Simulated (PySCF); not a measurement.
Species: C7H10FNSi.
Atom-mapped SMILES: `[CH3:1]/[N:2]=[CH:3]/[C:4]#[C:5][CH2:6][Si@@H:7]1[CH2:8][C@H:9]1[F:10]`

NICS is the negative of the GIAO shielding at a point without a nucleus: at the ring centre (0) and 1 Å above and below it (1); zz is the component along the ring normal. Level: GIAO PBE0/pcSseg-1 (PySCF, non-relativistic, gas phase) on the GFN2-xTB geometry, one conformer.

Ring bond lengths (Å), with Mayer bond orders in brackets: Si7–C8 1.886 (0.96), C8–C9 1.536 (0.89), C9–Si7 1.896 (0.94).

Problem. What do the NICS probes read (ppm)?

Solution. 
```json
{"ring": "Si7–C8–C9", "type": "3-membered ring with Si; formal bonds all single", "NICS(0)": "-21.6", "NICS(1), two faces": "-5.6 / -8.9", "NICS(1)zz, two faces": "-11.1 / -19.3", "rms pucker (Å)": "0.00", "centre to ring atoms, mean (Å)": "1.02"}
```

Problem. What can be read from them?

Solution. 
- Si7–C8–C9: mean NICS(1)zz -15.2 ppm, shielded. Si7, C8, C9 have four or more neighbours, and the NICS criterion for π rings isn't applied. The two faces differ by 8.2 ppm, so no symmetry operation interchanges them. NICS(0) lies 14 ppm below the mean NICS(1).

Problem. What field does 1 T along the ring normal induce along that normal at the first NICS(1) probe listed for ring Si7–C8–C9, 1 Å off the ring?

Solution. NICSzz × B0 = -11.1 ppm × 1 T = -11 μT, against the applied field.

Problem. List the ring angles and the Hirshfeld charges of the ring atoms.

Solution. 
- Si7–C8–C9: Si7 47.9° (+0.338 e), C8 66.4° (-0.181 e), C9 65.7° (-0.035 e); sum 180.0° against 180° for a flat convex ring.

Problem. How shielded are the nuclei of the rings and their hydrogens (means over atoms taken as equivalent)?

Solution. 
| atoms | environment | σ isotropic (ppm) | principal values of the symmetric part, first atom (ppm) |
| --- | --- | --- | --- |
| Si7 | SiH silicon | 460.6 | 335.4, 380.1, 666.4 |
| C8 | sp3 carbon bound to silicon | 180.6 | 148.5, 184.5, 208.9 |
| C9 | sp3 C–F carbon | 108.3 | 42.2, 80.8, 201.8 |
| H on Si7 | Si–H hydrogen | 28.04 | 22.8, 25.8, 35.5 |
| H on C8 | methylene hydrogen | 30.26 | 25.0, 27.8, 38.0 |
| H on C8 | methylene hydrogen | 30.61 | 26.2, 26.8, 38.8 |
| H on C9 | methine hydrogen | 26.05 | 21.2, 26.0, 31.0 |

The run took 1.8 min of wall time (with the writing of density and orbital grids) on one thread of an Arm Neoverse N1, shared host with 64 logical CPUs at a one-minute load of 60, and the process peaked at 1.0 GiB of memory. This is the whole shielding run at PBE0/pcSseg-1, SCF included.

Conformer computed: `[CH3:1]/[N:2]=[CH:3]/[C:4]#[C:5][CH2:6][Si@@H:7]1[CH2:8][C@H:9]1[F:10]`: C5–C6–Si7–C8 27°.
